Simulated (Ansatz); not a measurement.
CH₅Cl₂NSi (`C[Si](N)(Cl)Cl`). Charge 0, multiplicity 1.

```
atom   x (Å)   y (Å)   z (Å)
  C1   1.279   0.572  -0.283
 Si2  -0.502   0.092  -0.272
  N3  -0.881  -0.882   1.066
 Cl4  -1.723   1.733  -0.147
 Cl5  -0.917  -0.801  -2.089
  H6   1.911  -0.320  -0.327
  H7   1.523   1.130   0.623
  H8   1.503   1.189  -1.154
  H9  -1.843  -0.994   1.343
 H10  -0.349  -1.720   1.240
```

(1) List the harmonic frequencies (cm⁻¹, unscaled) at PBE0-D4/def2-TZVP in Ansatz. (An estimate is asked.)

(2) Is this a minimum?

(3) Give the ideal-gas thermochemistry at 298.15 K and 1 bar (rigid rotor, harmonic oscillator; point group C1, symmetry number 1).

(4) Rotational constants (cm⁻¹)?

Results:

(1) Ansatz gave: 127, 157, 167, 218, 235, 255, 285, 422, 478, 557, 726, 761, 810, 880, 915, 1283, 1441, 1445, 1578, 3058, 3143, 3157, 3598, 3693.

(2) Yes, all 24 modes are real.

(3) Zero-point energy 175.8 kJ/mol; H(298) − E = 198.8 kJ/mol; entropy 363.5 J/(mol·K), of which translation 169.6, rotation 117.5, vibration 76.4; G(298) − E = 90.5 kJ/mol.

(4) 0.08771, 0.06286, 0.05374.
